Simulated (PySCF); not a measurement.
# EPR parameters of C3H3F2Si

Compound: C3H3F2Si (doublet state).
Numbering: `[F:1][C:2]([F:3])[C:4]#[C:5][SiH3:6]` (hydrogens: H7, H8, H9 on Si6)

Cartesian coordinates in Å at the GFN2-xTB level; atoms count from 1:
```
atom  x, y, z in Å
F1     3.163    1.013   -0.018
C2     2.342    0.018   -0.345
F3     3.008   -0.970   -0.939
C4     1.017    0.010   -0.108
C5    -0.194    0.009    0.104
Si6   -2.008   -0.015    0.440
H7    -2.417    1.374    0.643
H8    -2.242   -0.822    1.640
H9    -2.655   -0.611   -0.729
```

The calculation used UKS B3LYP, pcH-1 on C F H Si, non-relativistic, mean-field spin-orbit, GIAO (PySCF 2.14.0). Geometry: GFN2-xTB; no solvent, vibrations or thermal averaging. The geometry wasn't refined by DFT: couplings that depend on bond lengths, twists or pyramidal angles can differ widely from those at the functional's own minimum. Stability of the SCF solution: not tested.

* g1, g2, g3: 2.00194, 2.00417, 2.00451
* g_iso: 2.00354
* Form of g: close to axial: the two nearest values differ by 13 % of g3 − g1
* ⟨S²⟩: 0.7681 (exact 0.7500)
* α and β electrons: 27, 26
* HOMO–LUMO gap, α and β orbitals: 4.55, 5.77 eV

Hyperfine couplings atom by atom, in MHz; T1 to T3 are the principal values of the dipolar part:

```tsv
atom	isotope	a_iso	of which spin–orbit	T1	T2	T3	Mulliken spin population
F1	19F	101.3	0.7	-189.0	-153.4	342.4	0.04
C2	13C	70.3	0.1	-64.7	-64.3	129.0	0.59
F3	19F	101.3	0.7	-189.0	-153.4	342.4	0.04
C4	13C	-68.8	0.0	-20.3	-1.7	22.0	-0.24
C5	13C	43.5	-0.1	-44.1	-33.9	78.1	0.56
Si6	29Si	24.5	0.0	-1.5	-0.5	2.0	-0.03
H7	1H	6.6	0.0	-2.0	-1.7	3.7	0.00
H8	1H	47.0	0.0	-2.2	-1.0	3.2	0.02
H9	1H	20.1	0.0	-2.0	-1.5	3.5	0.01
```

Largest spin populations (Mulliken): C2 (+0.59), C5 (+0.56) and C4 (-0.24). The positive populations add up to 1.27 and the negative ones to -0.27, together 2S = 1. The angles at C2 add up to 360.0°, so it is planar.

The SMILES `F[C](F)C#C[SiH3]` draws the unpaired electron on C2, whose computed spin population is only +0.59.

Axes: g2 points within 2° of the C2–C4 bond.

Under fast tumbling the dipolar parts average out, and these isotropic splittings remain: 1 × 19F (F1, I = 1/2, 2 lines) with 3.61 mT, 1 × 19F (F3, I = 1/2, 2 lines) with 3.61 mT and 3 × 1H (H7/H8/H9, I = 1/2, 4 lines) with 0.87 mT.

Nuclei that the bonding pattern makes equivalent are averaged, as if the motion that swaps them (rotation, inversion, ring flip) were fast. F1 and F3 aren't averaged: C2 is flat or nearly so (angle sum 360°), and its turn about the short C2–C4 bond (1.35 Å) is taken as slow. The three 1H nuclei of mean +24.5 MHz run from 6.6 to 47.0 MHz in the frozen geometry.

The 29Si coupling of Si6 (24.5 MHz) shows only in satellite lines or after enrichment, since that isotope makes up about 4.7 % of natural silicon.

The 13C coupling of C2 (70.3 MHz) shows only in satellite lines or after enrichment, since that isotope makes up about 1.07 % of natural carbon.

The spin density at the nucleus, in bohr⁻³, is negative for C4 (-0.0612) and Si6 (-0.0277), for instance. A restricted open-shell determinant has no negative spin density anywhere; here it arises because α and β orbitals differ (spin polarisation).

The run took 26 s wall (with the writing of density and orbital grids) on one thread, Arm Neoverse V2 (aarch64), shared host, and the process peaked at 0.69 GiB of memory.
